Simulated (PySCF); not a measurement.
PySCF input file for H3HfO3, SMILES [OH][Hf]([OH])[OH] (connectivity only; charge and spin as stated), neutral, multiplicity 2, PBE-D3(BJ)/def2-SVP. Coordinates come from a PBE-D3(BJ)/def2-SVP optimisation. The multiplicity is an assumed one; other spin states were not compared. The isomer is the one that the SMILES or the coordinates give; other isomers of the formula were not compared. The def2 effective core potentials stand for the cores of Hf; spin–orbit coupling is left out. Other conformers were not sampled.

```python
import numpy as np
from pyscf import gto, scf, dft, df
from pyscf.hessian import thermo

mol = gto.M(
    atom='''
    Hf    0.00000000   -0.00000000    0.00000000
    O     1.93645981    0.00000000    0.00000000
    H     2.90087707    0.00000001    0.00000000
    O    -0.96822990   -1.67702339    0.00000000
    H    -1.45043853   -2.51223324    0.00000000
    O    -0.96822991    1.67702339    0.00000000
    H    -1.45043854    2.51223324    0.00000000
    ''',
    basis='def2-SVP',
    ecp={'Hf': 'def2-svp'},
    charge=0,
    spin=1,
    max_memory=1600,
    verbose=3,
)
mf = dft.UKS(mol, xc='pbe').density_fit(auxbasis='def2-universal-jkfit')
mf.disp = 'd3bj'
mf.grids.level = 3
mf.conv_tol = 1e-11
mf.max_cycle = 100
mf.kernel()
fine, coarse = mf.grids, dft.Grids(mol).set(level=1).build(with_non0tab=True)
for _ in range(3):  # follow internal instabilities
    mf.grids = coarse
    mo, _, stable, _ = mf.stability(return_status=True, nroots=4)
    mf.grids = fine
    if stable:
        break
    mf.kernel(mf.make_rdm1(mo, mf.mo_occ))

# [left out here: the lines that compute and print the analytic Hessian (its translational invariance restored by hand, since the grid's response is missing), thermochemistry and intensities]
```

Program output:

```

WARN: HOMO -0.398465279748898 >= LUMO -0.398465279748898

converged SCF energy = -275.265252301459  <S^2> = 0.75222936  2S+1 = 2.0022281
<class 'pyscf.df.df_jk.DFUKS'> wavefunction is stable in the internal stability analysis

WARN: DFTD3 does not support analytical Hessian, using finite difference


WARN: Mole.unit (angstrom) is changed to Bohr

Mode                                 0                   1                   2
Irrep
Freq [cm^-1]                       80.9990            101.1807            146.4678
Reduced mass [au]                   3.7180              1.1404              6.5298
Force const [Dyne/A]                0.0144              0.0069              0.0825
Char temp [K]                     116.5396            145.5765            210.7346
Normal mode                   x     y     z       x     y     z       x     y     z
       0  Hf                -0.00 -0.00  0.03   -0.00 -0.00  0.00   -0.00 -0.02 -0.00
       1   O                -0.00  0.00 -0.11   -0.00  0.05 -0.00   -0.01  0.18  0.00
       2   H                -0.00  0.00 -0.28   -0.00 -0.54 -0.00   -0.01  0.25  0.00
       3   O                 0.00 -0.00 -0.11    0.04 -0.03 -0.00   -0.07  0.00  0.00
       4   H                 0.00 -0.00 -0.28   -0.47  0.27 -0.00   -0.09  0.02  0.00
       5   O                 0.00  0.00 -0.11   -0.04 -0.03 -0.00    0.12  0.04  0.00
       6   H                 0.00  0.00 -0.28    0.47  0.27 -0.00    0.16  0.06  0.00
Mode                                 3                   4                   5
Irrep
Freq [cm^-1]                      146.4737            261.0087            261.0412
Reduced mass [au]                   6.5274              1.1246              1.1247
Force const [Dyne/A]                0.0825              0.0451              0.0452
Char temp [K]                     210.7430            375.5333            375.5802
Normal mode                   x     y     z       x     y     z       x     y     z
       0  Hf                 0.02 -0.00  0.00   -0.00 -0.00 -0.00    0.00 -0.00  0.00
       1   O                 0.03  0.03 -0.00    0.00  0.07  0.00   -0.01  0.01 -0.00
       2   H                 0.03  0.05 -0.00    0.00 -0.75  0.00   -0.00 -0.15 -0.00
       3   O                -0.14  0.09 -0.00   -0.02  0.02  0.00   -0.06  0.03 -0.00
       4   H                -0.21  0.13 -0.00    0.22 -0.12  0.00    0.63 -0.36  0.00
       5   O                -0.11 -0.09 -0.00    0.04  0.03  0.00   -0.05 -0.02 -0.00
       6   H                -0.16 -0.12 -0.00   -0.44 -0.25  0.00    0.50  0.29  0.00
Mode                                 6                   7                   8
Irrep
Freq [cm^-1]                      375.1841            375.2779            378.9707
Reduced mass [au]                   1.1404              1.1404              1.3145
Force const [Dyne/A]                0.0946              0.0946              0.1112
Char temp [K]                     539.8064            539.9414            545.2544
Normal mode                   x     y     z       x     y     z       x     y     z
       0  Hf                 0.00 -0.00 -0.00    0.00  0.00  0.00    0.00  0.00  0.01
       1   O                 0.00  0.00  0.07   -0.00 -0.00 -0.00   -0.00 -0.00 -0.07
       2   H                -0.00 -0.00 -0.77   -0.00  0.00  0.00   -0.00  0.00  0.49
       3   O                -0.00 -0.00 -0.04    0.00 -0.00 -0.06   -0.00 -0.00 -0.07
       4   H                -0.00  0.00  0.38   -0.00 -0.00  0.66   -0.00  0.00  0.50
       5   O                -0.00  0.00 -0.03    0.00 -0.00  0.06   -0.00  0.00 -0.07
       6   H                -0.00  0.00  0.37    0.00 -0.00 -0.66   -0.00 -0.00  0.51
Mode                                 9                  10                  11
Irrep
Freq [cm^-1]                      676.0694            676.0718            691.4508
Reduced mass [au]                   9.3454              9.3454              8.2775
Force const [Dyne/A]                2.5167              2.5167              2.3317
Char temp [K]                     972.7134            972.7168            994.8437
Normal mode                   x     y     z       x     y     z       x     y     z
       0  Hf                 0.00 -0.03  0.00    0.03  0.00 -0.00    0.00 -0.00  0.00
       1   O                -0.01  0.01 -0.00   -0.18 -0.00  0.00   -0.14  0.00 -0.00
       2   H                -0.01  0.04  0.00   -0.19 -0.00  0.00   -0.14 -0.00 -0.00
       3   O                 0.07  0.14 -0.00   -0.05 -0.08  0.00    0.07  0.12 -0.00
       4   H                 0.06  0.15  0.00   -0.08 -0.07 -0.00    0.07  0.12  0.00
       5   O                -0.08  0.14  0.00   -0.05  0.07  0.00    0.07 -0.12 -0.00
       6   H                -0.07  0.15 -0.00   -0.08  0.06  0.00    0.07 -0.12  0.00
Mode                                12                  13                  14
Irrep
Freq [cm^-1]                     3890.9222           3890.9277           3893.1963
Reduced mass [au]                   1.0697              1.0697              1.0709
Force const [Dyne/A]                9.5412              9.5412              9.5638
Char temp [K]                    5598.1708           5598.1787           5601.4426
Normal mode                   x     y     z       x     y     z       x     y     z
       0  Hf                 0.00 -0.00 -0.00   -0.00 -0.00 -0.00    0.00  0.00 -0.00
       1   O                -0.05  0.00  0.00    0.00 -0.00  0.00    0.04  0.00 -0.00
       2   H                 0.79  0.00 -0.00   -0.00  0.00  0.00   -0.56 -0.00  0.00
       3   O                -0.01 -0.02  0.00    0.02  0.04 -0.00   -0.02 -0.03  0.00
       4   H                 0.20  0.34 -0.00   -0.34 -0.59  0.00    0.28  0.48 -0.00
       5   O                -0.01  0.02  0.00   -0.02  0.04 -0.00   -0.02  0.03  0.00
       6   H                 0.20 -0.34  0.00    0.34 -0.59  0.00    0.28 -0.48  0.00
temperature 298.1500 [K]
pressure 101325.00 [Pa]
Rotational constants [GHz] 4.92021 4.92021 2.46010
Symmetry number 6
Zero-point energy (ZPE) 0.03610 [Eh]   94775.594 [J/mol]
                           tot       elec      trans        rot        vib
Entropy [J/mol/K]       361.057      5.763    176.541     94.274     84.478
Cv [J/mol/K]            101.800      0.000     12.472     12.472     76.857
Cp [J/mol/K]            110.115      0.000     20.786     12.472     76.857
Internal energy [J/mol]                      3718.434   3718.434 108180.546
Internal energy [Eh]   -275.22122  -275.26525
Enthalpy [J/mol]                             6197.391   3718.434 108180.546
Enthalpy [Eh]          -275.22027
Gibbs free energy [J/mol]                  -46438.403 -24389.499  82993.466
Gibbs free energy [Eh] -275.26127
mode   freq/cm-1   IR/(km/mol)
   1       81.00        26.816
   2      101.18         0.000
   3      146.47         0.143
   4      146.47         0.142
   5      261.01       242.000
   6      261.04       241.948
   7      375.18         0.073
   8      375.28         0.000
   9      378.97       260.992
  10      676.07       130.251
  11      676.07       130.202
  12      691.45         0.000
  13     3890.92       307.858
  14     3890.93       307.848
  15     3893.20         0.001
max |gradient| / (hartree/bohr): 0.0002079116047272909
APT charges: [ 1.4082 -0.8187  0.3492 -0.8185  0.3492 -0.8185  0.3492]
```

The calculation finished and met its thresholds.
